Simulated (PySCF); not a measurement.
## One reaction down a group: F, Cl, Br, I

The same gas-phase reaction for F, Cl, Br, I:
- Sb₂ + 3 F₂ → 2 SbF₃
- Sb₂ + 3 Cl₂ → 2 SbCl₃
- Sb₂ + 3 Br₂ → 2 SbBr₃
- Sb₂ + 3 I₂ → 2 SbI₃

Computed with PySCF (xtb for GFN2) and rigid-rotor harmonic-oscillator thermochemistry at 1 bar. † marks an energy on the PBE0/def2-TZVP geometry and frequencies; other levels use their own. MP2 and CCSD(T) freeze the core. All species are closed-shell singlets. I, Sb: scalar-relativistic def2 core potential, no spin-orbit coupling. Br: all electrons, no relativistic terms. MP2 isn't extrapolated to the basis-set limit. CCSD(T) isn't extrapolated to the basis-set limit. The harmonic model lacks anharmonicity and excited electronic states, which grow with temperature; levels with a mode under 35 cm⁻¹ are left out. Soft modes under 120 cm⁻¹ make the harmonic entropy rough for SbCl₃, SbBr₃, SbI₃.

ΔH°(298 K) in kJ, by level:

```csv
level,F,Cl,Br,I
ωB97M-V/def2-TZVP†,-1947.1,-928.6,-758.2,-525.5
GFN2-xTB,-1754.8,-904.1,-745.8,-647.4
PBE0/def2-SVP†,-1740.8,-918.1,-728.4,-527.5
CCSD(T)/def2-TZVPP†,-1852.0,-857.4,-690.8,-472.9
PBE0/def2-QZVP†,-1927.7,-904.5,-740.8,-517.5
CCSD(T)/def2-SVP†,-1692.3,-815.3,-651.5,-441.8
MP2/def2-TZVPP†,-1921.4,-880.8,-716.4,-508.2
```

At ωB97M-V/def2-TZVP†, ΔH° rises from F to I, over a range of 1421.6 kJ; the steps are +1018.5, +170.4, +232.7 kJ. 7 of the 7 levels shown give the same order. The levels scatter most for F (254.8 kJ between the highest and the lowest) and least for Br (106.7 kJ). ΔS°(298 K) runs from -255.9 to -236.0 J/K, so TΔS° at 298 K spreads over 5.9 kJ among the members, against 1421.6 kJ for ΔH°.

Free energies at ωB97M-V/def2-TZVP†:

```tsv
member	ΔS°(298 K), J/K	ΔG°(298 K), kJ	ΔG°(800 K), kJ	ΔG° changes sign
F	-255.9	-1871	-1746	none from 298 to 2500 K
Cl	-245.4	-855	-737	none from 298 to 2500 K
Br	-241.5	-686	-570	none from 298 to 2500 K
I	-236.0	-455	-341	2000 to 2500 K
```

The NASA 1993 table holds none of these reactions whole; the comparison is among the levels.
